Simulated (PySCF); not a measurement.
Gas-phase reaction: 2 Ga(CH3)2NH2 + C3H5 (allyl) + NH3 ⇌ 2 Ga(CH3)3.NH3 + CN

Energies from PySCF, thermal terms from the rigid-rotor harmonic-oscillator model, ideal gas at 1 bar. S°(298 K) at PBE0/def2-TZVP differs from the NASA 1993 table for C3H5 (allyl) (-17 J/mol/K); whether the harmonic model or the table's entry is off was not settled. † marks an energy on the PBE0/def2-TZVP geometry and frequencies; other levels use their own. 6-31G* has spherical d functions here. Open shells (unrestricted): C3H5 (allyl) (multiplicity 2), CN (multiplicity 2); the rest are closed-shell singlets. B3LYP is the form with VWN-RPA correlation. Ga: all electrons, no relativistic terms. Adducts (Ga(CH3)3.NH3) have no counterpoise correction, and HF, PBE, BLYP, B3LYP and PBE0 lack dispersion. Methyl groups turn as free rotors in Ga(CH3)2NH2. Ga(CH3)2NH2: computed as isolated molecules; such fragments, hydroxides, amides, oligomers or adducts are transient or little studied in the gas. The harmonic model lacks anharmonicity and excited electronic states, which grow with temperature; levels with a mode under 35 cm⁻¹ are left out. Soft modes under 120 cm⁻¹ make the harmonic entropy rough for Ga(CH3)3.NH3.

```json
[
 {"level": "B3LYP/6-31G*", "ΔE electronic, kJ": "170", "ΔH°(298 K), kJ": "182", "ΔS°(298 K), J/K": "-109", "ΔG°(2000 K), kJ": "328"},
 {"level": "B3LYP/def2-TZVP†", "ΔE electronic, kJ": "215", "ΔH°(298 K), kJ": "225", "ΔS°(298 K), J/K": "-111", "ΔG°(2000 K), kJ": "372"},
 {"level": "BLYP/def2-TZVP†", "ΔE electronic, kJ": "206", "ΔH°(298 K), kJ": "215", "ΔS°(298 K), J/K": "-111", "ΔG°(2000 K), kJ": "362"},
 {"level": "M06-2X/def2-TZVP†", "ΔE electronic, kJ": "172", "ΔH°(298 K), kJ": "182", "ΔS°(298 K), J/K": "-111", "ΔG°(2000 K), kJ": "329"},
 {"level": "PBE/def2-SVP", "ΔE electronic, kJ": "171", "ΔH°(298 K), kJ": "181", "ΔS°(298 K), J/K": "-113", "ΔG°(2000 K), kJ": "332"},
 {"level": "PBE/def2-TZVP†", "ΔE electronic, kJ": "195", "ΔH°(298 K), kJ": "205", "ΔS°(298 K), J/K": "-111", "ΔG°(2000 K), kJ": "352"},
 {"level": "PBE0/def2-SVP†", "ΔE electronic, kJ": "186", "ΔH°(298 K), kJ": "195", "ΔS°(298 K), J/K": "-111", "ΔG°(2000 K), kJ": "343"},
 {"level": "PBE0/def2-TZVP", "ΔE electronic, kJ": "209", "ΔH°(298 K), kJ": "218", "ΔS°(298 K), J/K": "-111", "ΔG°(2000 K), kJ": "365"},
 {"level": "r2SCAN/def2-TZVP†", "ΔE electronic, kJ": "190", "ΔH°(298 K), kJ": "200", "ΔS°(298 K), J/K": "-111", "ΔG°(2000 K), kJ": "347"},
 {"level": "LDA/def2-TZVP†", "ΔE electronic, kJ": "200", "ΔH°(298 K), kJ": "209", "ΔS°(298 K), J/K": "-111", "ΔG°(2000 K), kJ": "356"}
]
```
ΔH° is lowest at PBE/def2-SVP and highest at B3LYP/def2-TZVP†. No reference value is set beside these.
